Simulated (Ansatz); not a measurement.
Wavefunction ladder for CH2InN (`N#[C][InH2]`)

Cartesian coordinates in Å:
```
N 0.000 -1.503 -1.981
C 0.000 -0.805 -1.061
In 0.000 0.486 0.641
H 0.982 1.868 0.474
H -0.983 -0.047 1.927
```

Total charge 0; spin multiplicity 1. Correlated methods include outer-core shells of In, which these sets cover unevenly. In: def2 effective core potential. Geometry: relaxed with PBE0-D4/def2-TZVP. Frozen core, restricted reference, Ansatz 0.2.0.

```tsv
basis	HF (Eh)	MP2 corr.	CCSD corr.	(T)	CCSD(T) total
def2-SVP	-282.58247	?	-0.38587	?	?
def2-TZVPP	-282.70250	-0.62271	?	-0.02637	?
def2-QZVPP	-282.70748	?	–	–	–
```

**Question.** Fill in the withheld values. (Best estimate.)

**Answer.** Ansatz gave: def2-SVP MP2 corr.: -0.36512; def2-SVP (T): -0.01554; def2-SVP CCSD(T) total: -282.98388; def2-TZVPP CCSD corr.: -0.62873; def2-TZVPP CCSD(T) total: -283.35760; def2-QZVPP MP2 corr.: -0.83160.
